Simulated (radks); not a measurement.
Results of a calculation; reference values are marked as such.
Species: Ne I. Configuration: [Ne]. Code: a radial shooting solver on a logarithmic mesh with Libxc functionals. Model: scalar-relativistic Kohn-Sham, PBE, spin-unpolarised, spherical densities, finite nucleus; Fermi nuclear charge, rms radius 3.0055 fm.

Radial electron density D(r) = 4 pi r^2 rho(r):

```
   r/bohr * D(r) (the largest magnitude, 10.9, reaches the edge; | marks zero)
 0.006158 |*
 0.006888 | *
 0.007642 | *
  0.00848 | *
 0.009409 |  *
  0.01044 |   *
  0.01159 |   *
  0.01296 |    *
  0.01438 |     *
  0.01595 |      *
   0.0177 |        *
  0.01964 |         *
   0.0218 |           *
  0.02438 |              *
  0.02705 |                *
  0.03002 |                   *
  0.03331 |                      *
  0.03696 |                         *
  0.04101 |                            *
  0.04587 |                                *
  0.05089 |                                    *
  0.05647 |                                        *
  0.06266 |                                            *
  0.06953 |                                               *
  0.07777 |                                                  *
  0.08629 |                                                    *
  0.09575 |                                                      *
   0.1062 |                                                      *
   0.1179 |                                                     *
   0.1308 |                                                   *
   0.1463 |                                                *
   0.1623 |                                            *
   0.1801 |                                        *
   0.1999 |                                    *
   0.2218 |                                *
   0.2461 |                             *
   0.2753 |                          *
   0.3054 |                         *
   0.3389 |                          *
    0.376 |                            *
   0.4173 |                              *
   0.4667 |                                  *
   0.5179 |                                    *
   0.5746 |                                      *
   0.6376 |                                       *
   0.7075 |                                      *
    0.785 |                                    *
   0.8781 |                                 *
   0.9743 |                             *
    1.081 |                        *
      1.2 |                   *
    1.331 |               *
    1.477 |           *
    1.652 |       *
    1.833 |     *
    2.034 |   *
    2.257 | *
    2.504 |*
    2.779 |*
    3.108 *
    3.449 *
    3.827 *
```

D(r) has 2 maxima, at r = 0.104, 0.643 bohr, and minima at 0.308 bohr, inside which lie 2.22 electrons.
